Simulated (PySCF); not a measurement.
How the method changes the constants of BiCl⁻

State: ⁴Σ⁻ (quartet), unpaired electrons σ ↑, π ↑↑. Set-up: Bi def2-SVPD with ECP60, Cl def2-SVPD; scalar-relativistic core potentials (PySCF 2.14). De refers to Bi + Cl⁻ in their high-spin ground configurations, without counterpoise correction. The functionals are run spin-unrestricted. A positive dipole points towards Cl; it is taken about the centre of mass and depends on that origin. Levels whose curve was spin-contaminated or gave no clean fit are not listed.

```json
{"Level": "UHF-MP2", "Re (Å)": "3.279", "ωe (cm⁻¹)": "92.6", "De (eV)": "0.337", "μ (D)": "n/a", "CPU s a point (SCF and correlation, without the integrals)": "0.41"}
{"Level": "UHF-SCS-MP2", "Re (Å)": "3.331", "ωe (cm⁻¹)": "86.6", "De (eV)": "0.303", "μ (D)": "n/a", "CPU s a point (SCF and correlation, without the integrals)": "n/a"}
{"Level": "UHF-CCSD", "Re (Å)": "3.320", "ωe (cm⁻¹)": "88.4", "De (eV)": "n/a", "μ (D)": "n/a", "CPU s a point (SCF and correlation, without the integrals)": "n/a"}
{"Level": "UHF-CCSD(T)", "Re (Å)": "3.293", "ωe (cm⁻¹)": "92.3", "De (eV)": "0.340", "μ (D)": "n/a", "CPU s a point (SCF and correlation, without the integrals)": "14"}
{"Level": "PBE", "Re (Å)": "3.099", "ωe (cm⁻¹)": "121", "De (eV)": "0.59", "μ (D)": "-6.76", "CPU s a point (SCF and correlation, without the integrals)": "0.79"}
{"Level": "BP86", "Re (Å)": "3.104", "ωe (cm⁻¹)": "121", "De (eV)": "0.58", "μ (D)": "-6.70", "CPU s a point (SCF and correlation, without the integrals)": "0.54"}
{"Level": "TPSS", "Re (Å)": "3.106", "ωe (cm⁻¹)": "121", "De (eV)": "0.55", "μ (D)": "-6.86", "CPU s a point (SCF and correlation, without the integrals)": "1.1"}
{"Level": "r²SCAN", "Re (Å)": "3.118", "ωe (cm⁻¹)": "120", "De (eV)": "0.53", "μ (D)": "-7.27", "CPU s a point (SCF and correlation, without the integrals)": "1.1"}
{"Level": "PBE0", "Re (Å)": "3.107", "ωe (cm⁻¹)": "120", "De (eV)": "0.490", "μ (D)": "-7.41", "CPU s a point (SCF and correlation, without the integrals)": "1.2"}
{"Level": "BHandHLYP", "Re (Å)": "3.207", "ωe (cm⁻¹)": "104", "De (eV)": "0.370", "μ (D)": "-8.55", "CPU s a point (SCF and correlation, without the integrals)": "0.71"}
```

Question: Which functional lies closest to UHF-CCSD(T) in De, which farthest, and by how much do they differ from it?

Answer: Closest is BHandHLYP (-8.6 pm in Re, +12.7 % in ωe, +0.03 eV in De against UHF-CCSD(T) in the same basis), farthest PBE (-19.4 pm in Re, +31.1 % in ωe, +0.25 eV in De). CCSD(T) converges more slowly with the basis than the functionals do and binds too weakly in this one, so the order can change at the basis-set limit.

Question: What does a quarter of exact exchange do here, going from PBE to PBE0?

Answer: PBE0 less PBE: +0.8 pm in Re, -0.8 % in ωe, -0.10 eV in De. Exact exchange removes part of the self-interaction that spreads semilocal densities, and in most molecules shortens and stiffens the bond and lowers De; here Re goes the other way.

Question: What does the triples do here, going from UHF-CCSD to UHF-CCSD(T)?

Answer: UHF-CCSD(T) less UHF-CCSD: -2.7 pm in Re, +4.4 % in ωe. Correlation nearly always deepens the well. The bond shortens, as in weak, metallic or heavy-atom bonds, where dispersion and the correlation of outer-core electrons pull the atoms together.

Correlated steps freeze 9 core orbitals. Correlated levels converge slowly with the basis: in double zeta they bind strong bonds too weakly, by up to about 1 eV, and carry superposition errors of some tenths. Spin–orbit coupling is left out, which matters for elements this heavy, above all for dissociation energies. For an ion De counts to the pair picked by the measured ionisation energies or electron affinities, which need not be the lowest pair at this level. The highest Kohn–Sham level is positive in this anion. Much of that is self-interaction error, but it also means that the finite basis helps to hold the extra electron. The state was picked by a PBE0 search and need not be the measured ground state.

The whole job (state search and all levels along the bond) took about 3.9 min on 1 thread of Arm Neoverse V1 (shared host), peak memory 0.78 GiB.
